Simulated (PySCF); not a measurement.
**Electron correlation in Pb+ (lead, charge +1)**

[Xe] 4f14 5d10 6s1 6p2, high-spin 4P determinant (an excited configuration). Calculation: PySCF 2.14, in ANO-RCC-VTZP (8s7p5d3f2g, 93 functions); scalar relativity by spin-free X2C-1e. Frozen: [Xe] 4f14 5d10; 3 electrons correlated.

| level | correlation energy (mhartree) |
| --- | --- |
| CCSD | -8.51 |
| (T) | -0.04 |
| CCSD(T) | -8.55 |

Diagnostics: T1 = 0.0022, D1 = 0.0037, largest double amplitude 0.053.

Spin-orbit coupling is strong in this species (close to jj coupling), so the high-spin LS determinant is a model state, not a physical level.

Cost of the coupled-cluster step: roughly 2.6 core-seconds, for 3 correlated electrons.

Spin-orbit coupling is strong in this species, so the high-spin LS determinant is a model state.
